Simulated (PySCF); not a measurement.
Name the molecule from its bond curve

A diatomic of charge 0 contains Sb. Its doublet curve at PBE0 in a triple-zeta basis (scalar-relativistic core potentials, PySCF), in eV from the separated fragments:

```csv
R (Å),E (eV)
2.043,-1.526
2.138,-2.247
2.233,-2.644
2.305,-2.785
2.376,-2.825
2.447,-2.786
2.542,-2.648
2.661,-2.402
2.804,-2.075
2.994,-1.644
```

The fit gives ωe = 432 cm⁻¹ and the rotational constant Bₑ = 0.1318 cm⁻¹.

Task: Which atom is the partner?

Result: The minimum lies at 2.373 Å, so the reduced mass is 16.8576 u Å² cm⁻¹/(Bₑ·Re²) = 22.71 u. With Sb at 120.90 u the partner weighs about 28.0 u: Si. The molecule is SiSb.

Spin–orbit coupling is left out. The state was picked by a PBE0 search and need not be the measured ground state.
